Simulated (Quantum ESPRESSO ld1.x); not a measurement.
The numbers below are computed, except where a source is named.
Zn23+, 7 electrons, occupied as [He] 2s2 2p3. Level of theory: scalar-relativistic Kohn-Sham, PBEsol, spin-unpolarised, spherical densities, point nucleus (ld1.x of Quantum ESPRESSO 7.5).

Normalised radial functions P(r) = r R(r), r in bohr:

```
   r/bohr * 2s, o 2p, + 3s (the largest magnitude, 2.26, reaches the edge; | marks zero, & curves that meet)
 0.004001                             o +  *
 0.005006                             o  +  *
 0.006212                             o   +  *
  0.00771                             |o  +   *
 0.009569                             |o   +   *
  0.01197                             |o   +     *
  0.01486                             | o   +     *
  0.01844                             |  o   +     *
  0.02307                             |   o  +      *
  0.02863                             |     o+      *
  0.03554                             |     + o   *
  0.04446                             |    +    *o
  0.05518                             | +  *        o
  0.06848                            &|                 o
  0.08499                     *  +    |                     o
   0.1063             *      +        |                        o
    0.132      *           +          |                          o
   0.1638  *               +          |                          o
   0.2049  *                   +      |                       o
   0.2543      *                      +                  o
   0.3156             *               |        +   o
   0.3949                    *        |      o         +
   0.4901                         *   |  o               +
   0.6082                            *|o               +
   0.7549                             &         +
   0.9444                             &    +
    1.172                             &+
    1.455                             &
```

2s: eigenvalue -2275.2 eV, 1 radial node at r = 0.0670 bohr, <r> = 0.214 bohr, 90 % of the charge inside 0.329 bohr. 2p: eigenvalue -2156.7 eV, 0 radial nodes, <r> = 0.185 bohr, 90 % of the charge inside 0.299 bohr. 3s (empty): eigenvalue -929.22 eV, 2 radial nodes at r = 0.0641, 0.256 bohr, <r> = 0.511 bohr, 90 % of the charge inside 0.738 bohr.
